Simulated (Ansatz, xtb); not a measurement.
# Loss of CH4: C3H9ClSi → C2H5ClSi + CH4

Species: C3H9ClSi `CC(C)[SiH2]Cl`, singlet; C2H5ClSi `C=C[SiH2]Cl`, singlet; CH4 (methane) `C`, singlet. 

Shapes, held fixed at every level: PBE0-D4/def2-TZVP. Flexible molecules stand in one conformer, not always the lowest. Programs: Ansatz 0.2.0, xtb 6.7.1. The zero-point and thermal change to 298 K, harmonic and unscaled (PBE0-D4/def2-TZVP), is -11.9 kJ/mol.

| level | kind | ΔH(298 K) (kJ/mol) | less CCSD(T)/CBS estimate | CPU time (sum over the molecules) |
| --- | --- | --- | --- | --- |
| GFN0-xTB | semi-empirical | +32.3 | -45.7 | 0.13 s |
| HF/def2-SVP | Hartree–Fock | +61.7 | -16.3 | – |
| SPW92/def2-TZVPP | LDA | +122.2 | +44.2 | 15 s |
| PBE0-D4/def2-TZVPP | global hybrid | +94.8 | +16.8 | 31 s |
| r2SCAN0-D4/def2-TZVPP | global hybrid | +92.1 | +14.1 | 50 s |
| B2PLYP/def2-TZVPP | double hybrid | +64.2 | -13.8 | 60 s |
| MP2/def2-TZVPP | perturbation theory | +87.5 | +9.5 | – |
| CCSD(T)/def2-TZVPP | coupled cluster or CI | +77.2 | -0.8 | 36 min |
| CCSD(T)/CBS estimate | coupled cluster or CI | +78.0 | 0.0 | 40 min |

The highest level, CCSD(T)/CBS estimate, gives ΔH(298 K) = +78.0 kJ/mol; the levels span +32.3 to +122.2. The column of differences is taken from that level and isn't an error. No measured value is set beside it here. The CBS estimate extrapolates MP2 from def2-TZVPP and def2-QZVPP and adds CCSD(T) − MP2 in the triple-zeta set, cores frozen. Times are processor times on shared x86 and Arm servers, and rough.
